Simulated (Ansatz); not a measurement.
Consider the ligand exchange at the Si–C bond: `FC[SiH3]` + `C[NH][AlH][F]` → `C[N]([SiH3])[AlH][F]` + `CF`.

Isolated molecules relaxed with PBE0-D4/def2-TZVP in Ansatz; ΔE leaves out vibrations. CBS: MP2 limit from def2 TZ/QZ plus the TZ coupled-cluster correction, frozen cores. This one scheme is used for every species. DFT in def2-TZVPP. B3LYP here is the variant with VWN-RPA as its local correlation; programs differ in this. Each species was taken in one conformer, which may not be the lowest.

| level | ΔE (kJ/mol) | difference from CCSD(T)/CBS |
| --- | --- | --- |
| PBE-D4 | -61.6 | 11.3 |
| r2SCAN-D4 | -68.5 | 4.4 |
| B3LYP-D4 | -69.8 | 3.1 |
| ωB97X-V | -68.3 | 4.6 |
| ωB97M-V | -69.1 | 3.8 |
| B2PLYP | -69.2 | 3.7 |
| r2SCAN | -67.1 | 5.8 |
| PBE0 | -62.2 | 10.7 |
| B3LYP | -61.9 | 11.0 |
| MP2/def2-TZVPP | -79.4 | -6.5 |
| SCS-MP2/def2-TZVPP | -77.7 | -4.8 |
| CCSD(T)/def2-TZVPP | -74.1 | -1.2 |
| MP2/def2-QZVPP | -79.1 | -6.2 |
| SCS-MP2/def2-QZVPP | -77.2 | -4.3 |
| MP2/CBS(def2) | -78.3 | -5.4 |
| CCSD/CBS(def2) | -72.1 | 0.8 |
| CCSD(T)/CBS | -72.9 | 0 |

Largest T1 diagnostic among the species: 0.012.

From PBE to PBE0 (25 % exact exchange), in def2-TZVPP and without D4, ΔE moves by −5.5 kJ/mol. The D4 term adds −8.0 kJ/mol with B3LYP and −4.4 kJ/mol with PBE0; it sums over pairs of atoms, weighted by their polarisabilities, and B3LYP, whose exchange is more repulsive, gets the larger term.
